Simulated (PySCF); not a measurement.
## Unknown compound

Molecular formula: C₆H₅F₃NP. Simulated spectra:

¹H NMR (400 MHz, computed): δ 9.32 (m, 1H), 9.07 (m, 1H), 3.30 (m, 3H).

¹³C{¹H} NMR (computed): δ 173.4 (C), 161.9 (CH), 153.7 (CH), 153.3 (C), 132.0 (C), 24.5 (CH3).

- σ from GIAO-PBE0/pcSseg-1
- geometry: GFN2-xTB
- program: PySCF 2.14
- one averaged value for each set of equivalent atoms, gas phase, one conformer, relativity neglected

Chemical shifts δ = σref − σ; ¹H, ¹³C vs TMS, all at this level.

Question: Which candidate is it?
A. Cc1ncc(C(F)(F)F)cp1
B. Cc1cc(C(F)(F)F)ncp1
C. Cc1pccnc1C(F)(F)F
D. Cc1cpc(C(F)(F)F)cn1

Answer: C. 

- 6 carbon signals for 6 carbons: no two carbons are equivalent.
- Carbon types of the structure: 3 × C, 2 × CH, 1 × CH3, which accounts for all hydrogens.
- δC 161.9: aromatic CH.
- δC 153.7: aromatic CH next to a ring nitrogen; the adjacent pyridine-type nitrogen withdraws density from it.
- δC 132.0: CF3 carbon; 3 electronegative neighbours deshield it.
- δH 9.32: hydrogen on an aromatic CH next to a ring nitrogen; ring current plus the neighbouring ring nitrogen.
- δH 9.07: hydrogen on an aromatic CH; ring-current deshielding.

The others: Cc1cc(C(F)(F)F)ncp1 has carbons computed at 194.5, 191.4, 152.7, 132.8, 129.0, 28.3; Cc1cpc(C(F)(F)F)cn1 has carbons computed at 168.4, 158.0, 157.3, 155.1, 135.3, 30.5; Cc1ncc(C(F)(F)F)cp1 has carbons computed at 208.9, 176.5, 148.7, 133.6, 128.1, 34.6.

Splittings by ¹⁹F and ³¹P in the carbon and heteronuclear signals aren't shown, as no couplings were computed. Shifts are as computed. Against solution values, carbons near 30 ppm lie about +3 ppm off and those near 130 ppm about +5 ppm. Of 1211 compounds with measured shifts, 218 miss one by over three times the rms of a fit or turn the order of signals round; such compounds aren't used in these exercises. No couplings were computed; multiplicities are counted from neighbouring protons, with m where these are inequivalent, close in shift, in a saturated or five-membered ring or joined by F or P, and br s for small geminal =CH2 splittings.
